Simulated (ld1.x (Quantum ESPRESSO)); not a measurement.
An all-electron radial function and its pseudo partner (manganese (Mn))

Columns: radius, all-electron u(r) and pseudo u(r) of the 3d shell (level -6.80 eV) of manganese in the configuration [Ar] 3d5 4s2 4p0; Wu–Cohen, scalar-relativistic, TM scheme, ld1.x (Quantum ESPRESSO) 7.5.

```
r (bohr)  all-electron  pseudo
   0.163        0.1665  0.0248
   0.325        0.5096  0.1707
   0.488        0.7584  0.4539
   0.650        0.8707  0.7618
   0.813        0.8850  0.9610
   0.975        0.8450  0.9957
   1.138        0.7801  0.9112
   1.300        0.7075  0.7845
   1.463        0.6346  0.6660
   1.625        0.5663  0.5742
   1.788        0.5035  0.5043
   1.950        0.4474  0.4474
   2.113        0.3972  0.3972
   2.275        0.3530  0.3530
   2.438        0.3135  0.3135
   2.600        0.2787  0.2787
   2.763        0.2477  0.2477
   2.925        0.2203  0.2203
   3.088        0.1958  0.1958
   3.250        0.1741  0.1741
   3.413        0.1547  0.1547
   3.575        0.1374  0.1374
   3.738        0.1219  0.1219
   3.900        0.1082  0.1082
   4.063        0.0959  0.0959
   4.225        0.0851  0.0851
```

**Question.** How many radial nodes do the two functions have?

**Answer.** The all-electron 3d function has n − l − 1 = 0; the pseudo-wave has 0.

**Question.** At about which radius was the pseudo-wave matched?

**Answer.** 2.05 bohr, where the columns begin to agree (steps of 0.16 bohr).

**Question.** Is the pseudo-wave norm-conserving?

**Answer.** Yes: the TM scheme keeps the norm inside the radius equal to the all-electron one, which fixes the energy derivative of the logarithmic derivative at the level.
